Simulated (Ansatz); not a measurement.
Spectroscopic constants of ScH, closed-shell singlet (the spin of the measured ground state). No spin–orbit coupling. Sc is treated without relativity.

D_e counts from the fitted minimum to each atom's lowest state at the same level, without counterpoise. The singlet is restricted.

Correlated levels freeze the inner cores; with def2 sets outer-core shells near the valence are correlated too. CBS(a, b) extrapolates the correlation energy as X⁻³ and adds the Hartree–Fock energy of set b.

Codes used: Ansatz (an electronic-structure program) with Gaussian orbitals. Values without a source in brackets are computed.

```
level                                bond energy D_e (eV)
-----------------------------------  --------------------
B3LYP/def2-TZVPP                                    2.358
PBE0/def2-TZVPP                                       ___
CAM-B3LYP/def2-TZVPP                                2.305
wB97X-V/def2-TZVPP                                  2.341
wB97M-V/def2-TZVPP                                  2.330
CCSD/def2-TZVPP                                     2.337
CCSD/def2-QZVPP                                     2.292
CCSD(T)/def2-QZVPP                                  2.389
CCSD(T)/CBS(def2-TZVPP, def2-QZVPP)                 2.395
```

Question: Fill in the missing entries.

Answer: 
- PBE0/def2-TZVPP, bond energy D_e (eV): 2.189

Doubts at one or more of the structures used: a restricted determinant that unrestricted orbitals would lower (CCSD/def2-TZVPP, CCSD/def2-QZVPP, CCSD(T)/def2-QZVPP, CCSD(T)/CBS(def2-TZVPP, def2-QZVPP)).
